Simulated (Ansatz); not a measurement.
Calculated with Ansatz (gas phase, PBE0-D4/def2-TZVP geometries, no zero-point term in ΔE). CBS: MP2 limit from def2 TZ/QZ plus the TZ coupled-cluster correction, frozen cores. This one scheme is used for every species. Functionals use def2-TZVPP. B3LYP here is the variant with VWN-RPA as its local correlation; programs differ in this.

Consider the cleavage of the Si–Al bond: `C[SiH]([AlH2])Cl` + H–F → `C[SiH](F)Cl` + `[AlH3]`.

```csv
level,ΔE (eV)
LDA (SPW92),-1.41
B97M-V,-1.77
PBE0-D4,-1.39
B3LYP,-1.65
```

Task: What does CCSD(T)/CBS give? (An estimate is asked.)

Result: Ansatz gave: -1.54 eV. The listed levels differ from it by 0.13, -0.23, 0.15, -0.11 eV.

Largest T1 diagnostic among the species: 0.010.

In def2-TZVPP, CCSD(T) changes the Hartree–Fock value by +0.30 eV (the triples alone add +0.04 eV) and MP2 by +0.24 eV. Leaving LDA and LC-ωPBE aside and taking each functional with its dispersion term where it has one, the values, not all of them listed here, spread over 0.44 eV, from B97M-V to revPBE-D4. LDA lies −0.04 eV from PBE without D4. From BLYP to BHLYP (50 % exact exchange), in def2-TZVPP and without D4, ΔE moves by −0.13 eV.
